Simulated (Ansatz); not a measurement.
Input for Ansatz (a quantum-chemistry and plane-wave program): U-BHLYP/def2-TZVPP on Cl (SMILES [Cl]).

Ansatz 0.2 input:
```yaml
crystal:
  periodic: [false, false, false]
  atoms:
    - {symbol: Cl, position_ang: [0.00000000, 0.00000000, 0.00000000]}
basis:
  gaussian:
    orbitals: def2-TZVPP
hamiltonian:
  xc: {name: BHLYP}
magnetization: {spin_polarized: true, initial_magnetization: 1}
```

Program output:

```
WARN ansatz: RAYON_NUM_THREADS=4 ignored (pool sized by the plan → 4); use --threads N
Functional definition: BHLYP
integrals: 0.00 GiB planned
344 factors; their error is unknown
mean field: 0.15 GiB planned
mean field evaluation 1: about -12521.3007 eV, gradient 4.7e0 eV
mean field evaluation 2: about -12521.4026 eV, gradient 1.0e0 eV
mean field evaluation 4: about -12521.4101 eV, gradient 9.3e-2 eV
mean field evaluation 8: about -12521.4858 eV, gradient 2.1e-3 eV
mean field -12521.48583796 eV, -460.1561171771 hartree, gradient 1.9e-5 eV, S^2 0.754533; 0 other end points of the search recorded, 0 dependent functions left out
reference -12521.48594344 eV, -460.1561210533 hartree; 9, 8 occupied and 33, 34 virtual orbitals, 344 factors
Total energy: -12521.48594344 eV, -460.1561210533 hartree
```

The run converged.

Cost: very roughly 0.6 core-seconds.
